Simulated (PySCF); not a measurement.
disilanyl(ethenyl)silane (C₂H₁₀Si₃), SMILES [SiH2]([SiH2]C=C)[SiH3].

Coordinates come from a B3LYP-D3(BJ)/def2-SVP optimisation. The values are those of a single conformer.

All values below come from TDA-LC-ωPBE/def2-SVPD run with PySCF.

Vertical excitations. The molecule is in vacuum.

Computed excitation energies, oscillator strengths and character:
```
state  energy (eV)  λ (nm)      f                                                                 main pairs
-----  -----------  ------  -----  -------------------------------------------------------------------------
S1            6.64     187  0.097                          HOMO→LUMO 48 %, HOMO−2→LUMO 15 %, HOMO−3→LUMO 7 %
S2            6.96     178  0.049       HOMO−2→LUMO 21 %, HOMO→LUMO 14 %, HOMO→LUMO+4 13 %, HOMO−3→LUMO 12 %
S3            7.10     175  0.183                                                           HOMO→LUMO+1 59 %
S4            7.36     168  0.339        HOMO→LUMO 26 %, HOMO→LUMO+3 23 %, HOMO→LUMO+4 14 %, HOMO−1→LUMO 8 %
S5            7.70     161  0.023  HOMO→LUMO+5 24 %, HOMO−1→LUMO+1 19 %, HOMO→LUMO+4 12 %, HOMO−1→LUMO+2 7 %
S6            7.77     160  0.012                     HOMO→LUMO+2 36 %, HOMO→LUMO+5 20 %, HOMO−1→LUMO+1 14 %
S7            7.83     158  0.076    HOMO→LUMO+2 23 %, HOMO−1→LUMO+1 15 %, HOMO→LUMO+3 10 %, HOMO→LUMO+5 9 %
S8            7.88     157  0.078                      HOMO−1→LUMO 34 %, HOMO→LUMO+3 29 %, HOMO−1→LUMO+4 7 %
S9            8.06     154  0.094      HOMO→LUMO+6 34 %, HOMO→LUMO+7 11 %, HOMO→LUMO+8 10 %, HOMO→LUMO+4 7 %
S10           8.14     152  0.015   HOMO−1→LUMO+4 13 %, HOMO→LUMO+5 11 %, HOMO−1→LUMO+2 9 %, HOMO→LUMO+6 9 %
T1            3.98     311      0                         HOMO→LUMO 37 %, HOMO−1→LUMO 21 %, HOMO−2→LUMO 18 %
T2            5.96     208      0                                         HOMO→LUMO+1 49 %, HOMO−2→LUMO 11 %
T3            6.04     205      0       HOMO−2→LUMO 25 %, HOMO→LUMO+4 19 %, HOMO→LUMO 14 %, HOMO→LUMO+1 11 %
T4            6.26     198      0     HOMO→LUMO+4 15 %, HOMO−2→LUMO 15 %, HOMO−3→LUMO 15 %, HOMO→LUMO+3 11 %
```
Triplets are in the Tamm–Dancoff approximation.
